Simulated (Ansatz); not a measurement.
Cl₂Mg (SMILES [Cl][Mg][Cl]), singlet, at a GFN2-xTB geometry (such geometries of metal compounds can be far from the true shape); CAM-B3LYP/3-21G (Ansatz, a first-principles code).

Input for Ansatz:
Ansatz 0.2 input:
```yaml
crystal:
  periodic: [false, false, false]
  atoms:
    - {symbol: Mg, position_ang: [0.19399681, 0.27820801, 0.27282162]}
    - {symbol: Cl, position_ang: [1.38743119, 0.24793396, -1.48450411]}
    - {symbol: Cl, position_ang: [-1.52437011, -0.44431609, 1.29192414]}
basis:
  gaussian:
    orbitals: 3-21G.json
hamiltonian:
  xc: cam_b3lyp
scf: {lower_state_search: light}
```
The basis file holds 3-21G in the JSON format of the Basis Set Exchange.

It wrote (shortened):

```
Functional definition: CAM-B3LYP
399 factors; integrals over basis functions are off by at most 1.6e-4 eV
152 factors; integrals over basis functions are off by at most 5.1e-5 eV
mean field evaluation 1: about -30340.4201 eV, gradient 2.2e1 eV
mean field evaluation 2: about -30341.1880 eV, gradient 1.9e1 eV
mean field evaluation 4: about -30342.0998 eV, gradient 4.6e-1 eV
mean field evaluation 8: about -30342.1441 eV, gradient 2.2e-2 eV
mean field -30342.14411026 eV, -1115.0532294082 hartree, gradient 8.2e-5 eV, S^2 0.000000; 0 other end points of the search recorded, 0 dependent functions left out
reference -30342.14421804 eV, -1115.0532333688 hartree; 23, 23 occupied and 16, 16 virtual orbitals, 399 factors
Total energy: -30342.14421804 eV, -1115.0532333688 hartree
```
